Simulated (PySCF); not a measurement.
**Radial density of Ir (iridium, neutral)**

B3LYP, [Xe] 4f14 5d7 6s2, high-spin 4F determinant. Computed with PySCF 2.14 in ANO-RCC-VTZP (8s7p5d3f1g, 84 functions), with the spin-free X2C one-electron Hamiltonian (Gaussian nucleus).

```
r (bohr)  4πr²ρ (e/bohr)  4πr²(ρα − ρβ)
  0.0192           94.99        -0.0014
  0.0322           108.8         0.0041
  0.0542           143.3         0.0552
  0.0912           110.7         0.1822
   0.153           132.0         0.0825
   0.258           71.51         0.1038
   0.434           81.24         0.2864
   0.730           28.18         0.3219
    1.23           13.53         2.1986
    2.07           3.860         1.1236
    3.48          0.8491         0.1026
    5.85         0.05603        -0.0061
    9.83       0.0003952        -0.0002
```

Densities and radii are taken from the X2C orbitals without a picture-change correction, which distorts them close to the nucleus.

Spin-orbit coupling, absent here, splits the open shell strongly.

(1) Where is the radial spin density 4πr²(ρα − ρβ) most negative, and why is it negative at all?

Answers

(1) Around r = 5.85 bohr, down to -0.0061 e/bohr: exchange with the open shell polarises the paired shells in an unrestricted calculation.
